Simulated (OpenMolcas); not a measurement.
neutral tantalum.

| Item | Value |
| --- | --- |
| Program | OpenMolcas 26.06 |
| Basis | ANO-R1 [7s5p4d2f] |
| Scalar Hamiltonian | X2C, finite nucleus |
| Active space | 3 electrons in 5 orbitals (5d) |
| State averaging | 2S+1 = 4 even, 10 roots; 2S+1 = 2 even, 40 roots |
| Spin-orbit coupling | RASSI with atomic mean-field integrals over the reference wave functions, term energies averaged over their components |

Two sets of levels on these reference wave functions, in cm-1 above 5d3 6s2 4F 3/2: one from CASSCF and one from MS-CASPT2, IPEA 0.25 Eh, imaginary shift 0.1 Eh (closed shells correlated: 5s 5p 6s).

```
                Level  Set 1  Set 2
       5d3 6s2 4F 3/2    0.0    0.0
       5d3 6s2 4F 5/2   2220   2030
       5d3 6s2 4F 7/2   4420   4220
       5d3 6s2 4F 9/2   6350   6300
5d3 6s2 4P 3/2 [50 %]   8260  10650
5d3 6s2 4P 1/2 [75 %]   9250  11330
       5d3 6s2 2G 7/2  11550  13100
       5d3 6s2 4P 5/2  12340  14280
5d3 6s2 2P 1/2 [75 %]  14350  17250
      5d3 6s2 2H 11/2  17500  18280
    5d3 6s2 2D 5/2(1)  16630  20040
5d3 6s2 2P 3/2 [58 %]  18740  21960
       5d3 6s2 2F 7/2  22630  26380
       5d3 6s2 2F 5/2  22750  26650
    5d3 6s2 2D 5/2(2)  33700  39740
    5d3 6s2 2D 3/2(2)  34060  40140
```

Q: Which set is which?

A: Set 1 is MS-CASPT2. Its levels of the other terms of 5d3 6s2 lie at 0.78 to 0.96 of the other set's values, as expected, since terms of lower spin or lower L gain more correlation energy than the Hund ground term. Against 5 measured levels (NIST Handbook of Basic Atomic Spectroscopic Data) the mean absolute deviation is 1500 cm-1 with it and 2300 cm-1 without; single levels miss by up to 3200 cm-1 with it.

CASPT2 breaks the degeneracy within a term, and the mean is taken; among the terms shown or strongly mixed into the levels shown the widest spread is 820 cm-1 (5d3 6s2 4F, MS-CASPT2). With the s shell closed, the reference lacks s² → p², s² → d² and s → d mixing, so excited terms can stand far too high and out of order, with CASPT2 too. Without dynamic correlation excited terms often stand tens of per cent too high (terms of higher spin than the ground term too low), and those without a measured partner can miss by more than the paired ones (holds for CASSCF). Some terms miss by over 15 % even with CASPT2, which points to a basis or an active space too small for the shells correlated (holds for MS-CASPT2). Computed and measured levels are paired by configuration, term and J; levels that our copy of the source lacks, or whose pairing is in doubt (as where it misses far off the trend of its configuration), stay unpaired and out of the deviations. Only configurations of the active space appear. The table leaves out levels that lie high or whose names do not pair safely across all columns.

A share in square brackets marks a mixed level and gives the weight of the term that names it, the lowest over the columns. A number in round brackets counts repeated terms of one configuration in the order of the reference energies.
